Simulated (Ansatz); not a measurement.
`[F][SbH][SbH2]` + `OBF` → `[F][SbH][F]` + `O[BH][SbH2]`  (redistribution)

Computed with Ansatz on PBE0-D4/def2-TZVP structures; ΔE is electronic, products minus reactants. CBS: MP2 limit from def2 TZ/QZ plus the TZ coupled-cluster correction, frozen cores. This one scheme is used for every species. Functionals use def2-TZVPP. B3LYP here is the variant with VWN-RPA as its local correlation; programs differ in this. HSE06 is defined as in plane-wave codes. Elements past krypton have def2 core potentials. For Sb outer-core shells are correlated without core-valence functions, which leaves a few kJ/mol of doubt a bond. Each species was taken in one conformer, which may not be the lowest.

```csv
level,ΔE (kcal/mol),difference from CCSD(T)/CBS
LDA (SPW92),41.0,2.2
PBE-D4,38.3,-0.5
BLYP-D4,38.3,-0.5
r2SCAN-D4,39.4,0.6
B97M-V,36.3,-2.5
PBE0-D4,40.4,1.6
B3LYP-D4,40.2,1.4
r2SCANh-D4,40.3,1.5
HSE06-D4,40.7,1.9
BHLYP-D4,42.7,3.9
CAM-B3LYP-D4,39.3,0.5
ωB97X-V,37.1,-1.7
ωB97M-V,38.8,0.0
B2PLYP,39.8,1.0
PBE-QIDH,41.0,2.2
PBE,38.0,-0.8
revPBE,37.1,-1.7
r2SCAN,39.3,0.5
PBE0,40.1,1.3
r2SCANh,40.2,1.4
r2SCAN0,41.5,2.7
HSE06,40.4,1.6
BHLYP,41.5,2.7
CAM-B3LYP,39.0,0.2
LC-ωPBE,36.9,-1.9
RPA@PBE/def2-TZVPP,37.1,-1.7
HF/def2-SVP,49.4,10.6
MP2/def2-SVP,46.6,7.8
CCSD/def2-SVP,46.7,7.9
CCSD(T)/def2-SVP,46.4,7.6
HF/def2-TZVPP,42.6,3.8
MP2/def2-TZVPP,40.5,1.7
SCS-MP2/def2-TZVPP,39.1,0.3
CCSD/def2-TZVPP,39.8,1.0
CCSD(T)/def2-TZVPP,39.4,0.6
HF/def2-QZVPP,41.4,2.6
MP2/def2-QZVPP,39.8,1.0
SCS-MP2/def2-QZVPP,38.4,-0.4
HF/CBS(def2),41.2,2.4
MP2/CBS(def2),40.0,1.2
CCSD(T)/CBS,38.8,0
```

**Question.** What do rigid-rotor, harmonic-oscillator terms from PBE0-D4/def2-TZVP frequencies (298.15 K, 1 bar) make of the CCSD(T)/CBS value? (An estimate is asked.)

**Answer.** The calculation gave: ΔZPE = -0.7 kcal/mol, ΔH = +38.1 kcal/mol, ΔS = 0 J/(mol·K), ΔG = +38.1 kcal/mol.

Largest T1 diagnostic among the species: 0.015.

From BLYP to BHLYP (50 % exact exchange), in def2-TZVPP and without D4, ΔE moves by +3.7 kcal/mol. In def2-TZVPP, CCSD(T) changes the Hartree–Fock value by −3.1 kcal/mol (the triples alone add −0.4 kcal/mol) and MP2 by −2.0 kcal/mol. At CCSD(T), def2-SVP lies +7.6 kcal/mol from the extrapolated value and def2-TZVPP +0.6 kcal/mol.
